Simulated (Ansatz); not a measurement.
Steps of a relaxation of `[OH][InH][OH]` with RKS PBE0-D4/def2-TZVP.

```sh
$ ansatz run in.yaml --threads 2 --pin off --events-out ev --progress --plain --max-ram 32768MiB --backend cpu
```

```yaml
crystal:
  periodic: [false, false, false]
  atoms:
    - {symbol: O, position_ang: [-1.053522, -1.097409, 0.472595]}
    - {symbol: In, position_ang: [0.006949, 0.331812, -0.498097]}
    - {symbol: O, position_ang: [1.651493, 0.731618, 0.598495]}
    - {symbol: H, position_ang: [-1.863774, -1.314277, -0.028013]}
    - {symbol: H, position_ang: [-0.343058, 1.121826, -1.984460]}
    - {symbol: H, position_ang: [1.644012, 0.162430, 1.393280]}
basis:
  gaussian: {orbitals: def2-TZVP}
hamiltonian: {xc: pbe0, dispersion: d4}
relax: {f_tol: 0.005, max_steps: 150}
```

Positions (Å) and forces (eV/Å) along the path, 5 of 5 steps:

```xyz
6
step=1 energy=-9314.8258 eV
O    -1.054   -1.097    0.473   -0.286    0.383   -0.826
In    0.007    0.332   -0.498    0.235   -0.159    0.467
O     1.651    0.732    0.598   -0.657   -0.648    0.243
H    -1.864   -1.314   -0.028    0.638    0.125    0.456
H    -0.343    1.122   -1.984    0.036   -0.168    0.278
H     1.644    0.162    1.393    0.034    0.467   -0.618
6
step=2 energy=-9314.8757 eV
O    -1.028   -1.065    0.453   -0.211   -0.003   -0.206
In    0.016    0.336   -0.496    0.103   -0.029    0.148
O     1.625    0.711    0.592   -0.102   -0.191    0.173
H    -1.834   -1.297   -0.025    0.197    0.008    0.186
H    -0.354    1.094   -1.951   -0.041    0.067   -0.138
H     1.616    0.156    1.382    0.053    0.148   -0.162
6
step=3 energy=-9314.8803 eV
O    -1.025   -1.056    0.447   -0.014    0.014   -0.035
In    0.018    0.343   -0.501    0.022    0.010    0.006
O     1.617    0.703    0.599   -0.017   -0.004   -0.013
H    -1.830   -1.307   -0.010   -0.003   -0.023    0.030
H    -0.356    1.102   -1.967    0.002    0.003   -0.001
H     1.618    0.151    1.386    0.010   -0.001    0.014
6
step=4 energy=-9314.8807 eV
O    -1.025   -1.055    0.443    0.003    0.009   -0.009
In    0.019    0.344   -0.504   -0.013   -0.007   -0.001
O     1.616    0.701    0.598    0.004    0.004   -0.001
H    -1.834   -1.314   -0.002    0.002   -0.003    0.005
H    -0.352    1.107   -1.969    0.003    0.000    0.002
H     1.618    0.153    1.387    0.002   -0.004    0.005
6
step=5 energy=-9314.8807 eV
O    -1.025   -1.054    0.444    0.001    0.001    0.000
In    0.017    0.345   -0.505   -0.003   -0.003   -0.001
O     1.614    0.702    0.598    0.003    0.000    0.002
H    -1.834   -1.317    0.001    0.000    0.000    0.000
H    -0.349    1.108   -1.970    0.001    0.001    0.001
H     1.618    0.152    1.386   -0.002    0.001   -0.001
```

Run time 28 s (2 threads of a server CPU on a shared host); peak host memory 0.32 GiB.
